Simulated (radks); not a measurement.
Ho I, configuration [Xe] 4f11 6s2.

All-electron calculation, scalar-relativistic Kohn-Sham, LDA (Slater exchange, VWN5 correlation), spin-polarised, spherical densities, point nucleus; open shells are filled with parallel spins first; hard spherical wall at 5 bohr. Program: a radial shooting solver on a logarithmic mesh with Libxc functionals.

Energy parts (eV):
total: -343083.54
kinetic: 371030.46
electron-nucleus: -841337.29
Hartree: 134364.38
exchange-correlation: -7141.09

Orbitals (lengths in bohr, moments of r in powers of bohr; <r^-3> diverges for s and p1/2; r(max) is where P^2 peaks; r(90%) holds 90 % of the orbital's charge):
orbital  occ.  eigenvalue (eV)  r(90%)      <r^4>   r(max)  <r^-3>
1s up       1        -55446.17  0.0376  9.271e-07  0.01312       -
1s down     1        -55446.17  0.0376  9.271e-07  0.01312       -
2s up       1        -9271.897   0.136  0.0001449  0.07467       -
2s down     1        -9271.842   0.136  0.0001449  0.07467       -
2p up       3        -8216.797   0.127  0.0001096  0.06062   13540
2p down     3        -8216.757   0.127  0.0001096  0.06062   13540
3s up       1        -2067.699   0.337   0.005520   0.2114       -
3s down     1        -2066.444   0.337   0.005512   0.2114       -
3p up       3        -1745.314   0.343   0.005813   0.2079    2896
3p down     3        -1744.066   0.343   0.005803   0.2078    2898
3d up       5        -1335.381   0.324   0.004576   0.1695   386.3
3d down     5        -1334.408   0.323   0.004564   0.1695   386.7
4s up       1        -405.6941   0.746     0.1348   0.4838       -
4s down     1        -403.1066   0.746     0.1350   0.4838       -
4p up       3        -299.5293   0.801     0.1782   0.5055   654.5
4p down     3        -296.9827   0.801     0.1785   0.5055   653.9
4d up       5        -156.1347   0.897     0.2795   0.5228   73.13
4d down     5        -153.6506   0.899     0.2814   0.5228   72.97
5s up       1         -47.2171    1.85      5.093    1.132       -
5s down     1         -45.9998    1.86      5.246    1.136       -
5p up       3         -22.6826    2.27      11.31    1.297   81.27
5p down     3         -21.8067    2.30      11.82    1.306   78.92
4f up       7          -0.3888    1.48      3.057   0.5221   9.858
6s up       1           1.5765    3.92      106.1    2.960       -
4f down     4           1.7334    1.56      3.833   0.5236   9.576
6s down     1           1.7451    3.93      107.1    2.975       -
5d up       0           3.0249    3.53      58.02    2.025   3.318
5d down     0           3.3185    3.56      60.01    2.073   3.143
6p up       0           8.0078    4.08      130.0    3.293   22.44
6p down     0           8.1973    4.08      130.7    3.306   22.65
7s up       0          29.6942    4.34      150.9    3.996       -
7s down     0          29.9687    4.34      150.8    4.000       -

The highest occupied level is 6s down at 1.745 eV. Summed over all electrons, <r^2> = 57.35 bohr^2, which gives a Langevin (diamagnetic) susceptibility term of -45.4 x 10^-6 cm^3/mol.
